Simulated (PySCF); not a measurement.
# Se¹⁷⁺ (selenium, charge +17) across methods

[Ne] 3s2 3p5, 2P determinant. All numbers are calculated (PySCF 2.14, the spin-free X2C one-electron Hamiltonian (Gaussian nucleus), in an uncontracted even-tempered set (19 s from 1.4 bohr⁻², ratio 2.5; 12 p from 1.8 bohr⁻², ratio 2.5; 5 d from 10 bohr⁻², ratio 2.7; 4 f from 16 bohr⁻², ratio 2.7)).

```json
{"method": "r2SCAN", "E (hartree)": "-2276.600", "mean ε 3s β (eV)": "-738.12", "mean ε 3p α (eV)": "-680.61", "mean ε 3p β (eV)": "-676.34", "Σ⟨r²⟩ (bohr²)": "2.313", "⟨S²⟩": "0.751"}
{"method": "PBE", "E (hartree)": "-2276.342", "mean ε 3s β (eV)": "-735.40", "mean ε 3p α (eV)": "-678.58", "mean ε 3p β (eV)": "-674.79", "Σ⟨r²⟩ (bohr²)": "2.312", "⟨S²⟩": "0.750"}
{"method": "LDA", "E (hartree)": "-2272.916", "mean ε 3s β (eV)": "-734.67", "mean ε 3p α (eV)": "-678.10", "mean ε 3p β (eV)": "-674.33", "Σ⟨r²⟩ (bohr²)": "2.313", "⟨S²⟩": "0.750"}
{"method": "UHF", "E (hartree)": "-2275.77983", "mean ε 3s β (eV)": "-762.45", "mean ε 3p α (eV)": "-700.31", "mean ε 3p β (eV)": "-695.48", "Σ⟨r²⟩ (bohr²)": "2.316", "⟨S²⟩": "0.752"}
{"method": "PBE0", "E (hartree)": "-2276.391", "mean ε 3s β (eV)": "-742.63", "mean ε 3p α (eV)": "-684.43", "mean ε 3p β (eV)": "-680.40", "Σ⟨r²⟩ (bohr²)": "2.312", "⟨S²⟩": "0.751"}
{"method": "B3LYP", "E (hartree)": "-2276.622", "mean ε 3s β (eV)": "-741.09", "mean ε 3p α (eV)": "-683.29", "mean ε 3p β (eV)": "-679.34", "Σ⟨r²⟩ (bohr²)": "2.313", "⟨S²⟩": "0.751"}
{"method": "BLYP", "E (hartree)": "-2276.794", "mean ε 3s β (eV)": "-735.13", "mean ε 3p α (eV)": "-678.47", "mean ε 3p β (eV)": "-674.68", "Σ⟨r²⟩ (bohr²)": "2.312", "⟨S²⟩": "0.750"}
```

Spin-orbit coupling, absent here, splits the open shell strongly.
